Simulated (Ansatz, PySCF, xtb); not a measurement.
Reaction 3 R1 → P1, each structure at its B3LYP-D3(BJ)/def2-TZVP stationary point, reached from a drawn start (curvature not checked).
R1: OSi (SMILES [O+]#[Si-]), charge 0, multiplicity 1.
P1: O3Si3 (SMILES [o+]1[si-][o+][si-][o+][si-]1), charge 0, multiplicity 1.

| level | reaction energy (kJ/mol) |
|---|---|
| GFN2-xTB | -352.8 |
| SVWN5/def2-TZVPP | -558.5 |
| PBE/def2-TZVPP | -450.3 |
| PBE-D3(BJ)/def2-TZVPP | -469.0 |
| PBE-D4/def2-TZVPP | -473.8 |
| BLYP-D3(BJ)/def2-TZVPP | -442.8 |
| revPBE/def2-TZVPP | -403.6 |
| revPBE-D3(BJ)/def2-TZVPP | -446.7 |
| r2SCAN-D3(BJ)/def2-TZVPP | -503.6 |
| B3LYP-D3(BJ)/def2-TZVPP | -497.8 |
| PBE0/def2-TZVPP | -508.3 |
| BHLYP-D3(BJ)/def2-TZVPP | -564.6 |
| BHLYP-D4/def2-TZVPP | -565.0 |
| M06-2X/def2-TZVPP | -540.7 |
| CAM-B3LYP/def2-TZVPP | -498.3 |
| CAM-B3LYP-D4/def2-TZVPP | -519.2 |
| B2PLYP/def2-TZVPP | -452.3 |
| SCS-MP2/cc-pV(D+d)Z | -386.9 |
| SCS-MP2/cc-pV(Q+d)Z | -457.7 |
| CCSD(T)/cc-pV(Q+d)Z | -487.4 |

P less R. No zero-point or thermal terms.

Cores are frozen in the correlated methods.

Run with Ansatz (a program for electronic structure) with Gaussian orbitals; PySCF for M06-2X and the D3/D4 terms; xtb for the GFN methods. Each number belongs to the level named beside it.
